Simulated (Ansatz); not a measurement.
`C=NCO[SiH3]` + `B1CN1` → `[SiH3]N1BC1` + `C=NCO`  (ligand exchange at the Si–O bond)

Isolated molecules relaxed with PBE0-D4/def2-TZVP in Ansatz; ΔE leaves out vibrations. CCSD(T)/CBS adds triple-zeta CCSD(T) − MP2 to the extrapolated MP2 energy (def2 sets, frozen cores). This one scheme is used for every species. DFT in def2-TZVPP. B3LYP here is the variant with VWN-RPA as its local correlation; programs differ in this. One conformer a species, not always the lowest.

Q: Is it downhill or uphill in electronic energy at CCSD(T)/CBS, and by how much? (Best estimate.)

A: Ansatz gave: Uphill: ΔE = +0.19 eV.

Q: What do these levels give: B3LYP-D4, ωB97X-V, ωB97M-V, B2PLYP, PBE, MP2/def2-TZVPP, CCSD/def2-TZVPP, HF/def2-QZVPP, MP2/def2-QZVPP, SCS-MP2/def2-QZVPP, MP2/CBS(def2), CCSD/CBS(def2)? (Best estimate.)

A: Computed: B3LYP-D4 0.21, ωB97X-V 0.22, ωB97M-V 0.21, B2PLYP 0.20, PBE 0.19, MP2/def2-TZVPP 0.18, CCSD/def2-TZVPP 0.19, HF/def2-QZVPP 0.19, MP2/def2-QZVPP 0.18, SCS-MP2/def2-QZVPP 0.18, MP2/CBS(def2) 0.18, CCSD/CBS(def2) 0.19 eV.

Largest T1 diagnostic among the species: 0.013.
